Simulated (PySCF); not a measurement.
CF3SO2Cl.
SMILES: `O=S(Cl)(=O)C(F)(F)F`

Torsions of this conformer, `[O:1]=[S:2](=[O:3])([Cl:4])[C:5]([F:6])([F:7])[F:8]`: O1–S2–C5–F6 -70°.

The closed-shell ground state was solved at several levels (PySCF, density fitting, gas phase, non-relativistic). Isolated species at its PBE0-D3(BJ)/def2-SVP geometry, gas phase.

```
             level  basis functions  total energy (Eh)  HOMO (eV)  LUMO (eV)  gap (eV)  dipole (D)
    PBE0/def2-SVPD              189         -1345.0347      -9.97      -2.71      7.26        1.78
CAM-B3LYP/pcSseg-2              302         -1346.5902     -11.42      -1.47      9.95        1.90
```

Q: What might PBE0/pcSseg-1 (150 basis functions) give for the same quantities?

A: Total energy -1345.5535 Eh, HOMO -9.90 eV, LUMO -2.54 eV, gap 7.36 eV, dipole 1.77 D.

Q: Over all these levels, which gives the widest orbital gap and which the narrowest?

A: CAM-B3LYP/pcSseg-2 (range-separated hybrid) has the widest, 9.95 eV, and PBE0/def2-SVPD (global hybrid, 25 % exact exchange) the narrowest, 7.26 eV. Functional and basis both differ between the two, so the spread mixes both effects.

Q: How far do the dipole and the HOMO energy spread over the levels?

A: The dipole runs from 1.77 to 1.90 D (mean 1.82 D) and the HOMO from -11.42 to -9.90 eV.
